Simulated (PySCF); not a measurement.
A calculated (PBEsol, PySCF 2.14, x2c-TZVPPall with one added diffuse shell each of s, p, d, f type, the spin-free X2C one-electron Hamiltonian (Gaussian nucleus)) atom or ion has these occupied shells.

```csv
shell,electrons,orbital energy (eV),"rms radius, mean of both spins (bohr)"
1s α,1,-55330.0,0.0236
1s β,1,-55330.0,0.0236
2s α,1,-9267.6,0.0953
2s β,1,-9267.6,0.0953
2p α,3,-8232.3,0.0858
2p β,3,-8232.2,0.0858
3s α,1,-2081.6,0.246
3s β,1,-2080.4,0.246
3p α,3,-1763.7,0.246
3p β,3,-1762.5,0.246
3d α,5,-1350.9,0.225
3d β,5,-1350.0,0.225
4s α,1,-423.06,0.552
4s β,1,-420.37,0.552
4p α,3,-318.00,0.587
4p β,3,-315.34,0.587
4d α,5,-173.87,0.644
4d β,5,-171.25,0.644
5s α,1,-65.100,1.36
5s β,1,-63.776,1.36
5p α,3,-40.556,1.61
5p β,3,-39.596,1.61
4f α,7,-18.279,0.980
4f β,4,-16.348,0.980
```

(1) Name the element and its charge.

## Answers

(1) Ho²⁺ (holmium, charge +2), in [Xe] 4f11, one real determinant.
